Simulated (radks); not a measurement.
Removal energies from the silicon ion Si11+, [He] 2s1, by Delta-SCF beside the eigenvalue of the level emptied. All-electron calculation, scalar-relativistic Kohn-Sham, r2SCAN, spin-polarised, spherical densities, finite nucleus; meta-GGA in the generalised Kohn-Sham scheme; Fermi nuclear charge, rms radius of each element as measured or else 0.836 A^(1/3) + 0.57 fm. Program: a radial shooting solver on a logarithmic mesh with Libxc functionals. Open shells are filled with parallel spins first.

removed from  final configuration  Delta-SCF (eV)  -eigenvalue (eV)
2s                           [He]          522.99            505.82
1s                        1s1 2s1          2364.5            2290.5
